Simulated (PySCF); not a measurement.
C5H8Si, SMILES C#C[C@@H]1C[C@@H]1[SiH3]. Geometry: PBE-D3(BJ)/def2-SVP. The structure was generated by enumeration; whether it is a known compound was not checked.

Computed equilibrium geometry at PBE-D3(BJ)/def2-SVP (PySCF confirms it by a frequency run) as Cartesian coordinates in Å:
```xyz
14

C      1.8932     1.7941     0.4258
C      1.4702     0.6453     0.4431
C      0.9640    -0.7036     0.4763
C      0.5579    -1.4180    -0.8009
C     -0.5154    -0.9947     0.1774
Si    -1.7296     0.3907    -0.2245
H      2.2672     2.8077     0.4063
H      1.4192    -1.3373     1.2577
H      0.8057    -2.4880    -0.8798
H      0.6593    -0.8534    -1.7414
H     -0.9385    -1.8058     0.7956
H     -1.1652     1.2795    -1.2964
H     -2.0418     1.2097     0.9981
H     -3.0113    -0.2207    -0.7272
```
Charge 0, spin multiplicity 1.
